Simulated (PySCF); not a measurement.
Ligand exchange on a metal centre used in film growth or etching (Zr NH2-H). Isolated molecules, 0 K electronic values unless said otherwise. One relaxed conformer stands for each flexible species; it need not be the lowest.

The numbers are results of PySCF with PBE-D3(BJ)/def2-TZVP // BP86-D3(BJ)/def2-SVP, not measurements. 

```json
[
 {"species": "0 of 4 NH2 replaced by H ([Zr(NH2)4])", "mean distance from the central atom to its bonded neighbours (Å)": "2.060", "LUMO (eV)": "-0.85", "HOMO–LUMO gap (eV)": "4.49"},
 {"species": "1 of 4 NH2 replaced by H", "mean distance from the central atom to its bonded neighbours (Å)": "2.002", "LUMO (eV)": "…", "HOMO–LUMO gap (eV)": "4.78"},
 {"species": "2 of 4 NH2 replaced by H", "mean distance from the central atom to its bonded neighbours (Å)": "1.953", "LUMO (eV)": "-2.20", "HOMO–LUMO gap (eV)": "3.87"},
 {"species": "3 of 4 NH2 replaced by H ([Zr(NH2)(H)3])", "mean distance from the central atom to its bonded neighbours (Å)": "1.904", "LUMO (eV)": "-2.95", "HOMO–LUMO gap (eV)": "3.62"},
 {"species": "4 of 4 NH2 replaced by H ([Zr(H)4])", "mean distance from the central atom to its bonded neighbours (Å)": "1.855", "LUMO (eV)": "…", "HOMO–LUMO gap (eV)": "…"}
]
```

What belongs in the gaps?


- 1 of 4 NH2 replaced by H, LUMO (eV): -0.92
- 4 of 4 NH2 replaced by H ([Zr(H)4]), LUMO (eV): -3.52
- 4 of 4 NH2 replaced by H ([Zr(H)4]), HOMO–LUMO gap (eV): 3.69
